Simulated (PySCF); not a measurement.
Sn(F)(Cl)(NH2)2 (ClFH4N2Sn), SMILES [Cl][Sn]([NH2])([F])[NH2]. The structure is a stationary point at PBE-D3(BJ)/def2-SVP. The structure was generated by enumeration; whether it is a known compound was not checked. The def2 effective core potentials stand for the cores of Sn; spin–orbit coupling is left out. The values are those of a single conformer.

### Question
Give the equilibrium geometry at PBE-D3(BJ)/def2-SVP (PySCF confirms it by a frequency run) as Cartesian coordinates in Å. (An estimate is asked for; the answer gives what the named calculation found.)

### Answer
Several could match; the one computed here: 
```xyz
9

N     -1.7363    -1.2618    -0.3025
Sn    -0.0324    -0.2095     0.1078
N      1.6350    -1.3374    -0.2413
F     -0.2475     0.2948     1.9914
Cl     0.2790     1.8129    -1.0902
H     -1.8656    -1.3276    -1.3230
H     -2.5481    -0.7419     0.0627
H      1.7646    -2.0113     0.5279
H      2.4609    -0.7214    -0.2399
```
Charge 0, spin multiplicity 1.
